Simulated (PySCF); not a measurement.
C4H4Cl2, SMILES C=CC=C(Cl)Cl. Geometry optimised at PBE-D3(BJ)/def2-SVP. Other conformers were not sampled.

Computed equilibrium geometry at PBE-D3(BJ)/def2-SVP (PySCF confirms it by a frequency run) as Cartesian coordinates in Å, and its point group (one conformer of several):
point group Cs.
```xyz
10

C     -0.4591    -3.2748     0.0000
C      0.1132    -2.0473     0.0000
C     -0.6387    -0.8095     0.0000
C     -0.1072     0.4419     0.0000
Cl     1.5995     0.7582     0.0000
Cl    -1.1007     1.8624     0.0000
H     -1.5543    -3.3989     0.0000
H      0.1519    -4.1894     0.0000
H      1.2123    -1.9562     0.0000
H     -1.7389    -0.8675     0.0000
```
Charge 0, spin multiplicity 1.
